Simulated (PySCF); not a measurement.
# Dipole response of Zn (zinc, neutral)

[Ar] 3d10 4s1 4p1, high-spin 3P determinant (an excited configuration). Computed with PySCF 2.14 in aug-cc-pwCVTZ-DK (10s9p7d4f3g, 127 functions), with scalar relativity by spin-free X2C-1e. Coupled (time-dependent) response in atomic units; α is the mean over directions.

```
method  mean α (bohr³)         α xx, yy, zz  C₆ (like pair)  S(−4)
   UHF           59.61  46.84, 85.16, 46.84           487.7   2744
   PBE           63.41  41.04, 108.2, 41.04           493.0   4696
```

S(−4) is the Cauchy moment in α(ω) = α(0) + S(−4) ω² + …

α(iu) at PBE:

| u (hartree) | α(iu) (bohr³) |
| --- | --- |
| 0 | 63.41 |
| 0.0500 | 54.67 |
| 0.100 | 42.40 |
| 0.200 | 26.27 |
| 0.300 | 17.26 |
| 0.500 | 9.019 |
| 0.750 | 5.212 |
| 1.00 | 3.569 |
| 1.50 | 2.144 |
| 2.00 | 1.501 |
| 3.00 | 0.8895 |
| 5.00 | 0.4365 |

A single London oscillator, α(iu) = α/(1 + u²/ω²), gives C₆ = (3/4) ω α². Matching the computed C₆ needs ω = 4 × 493.0 / (3 × 63.41²) = 0.163 hartree.

The components differ because the open shell of this determinant is not spherical; for a pure term their mean is the scalar polarisability.
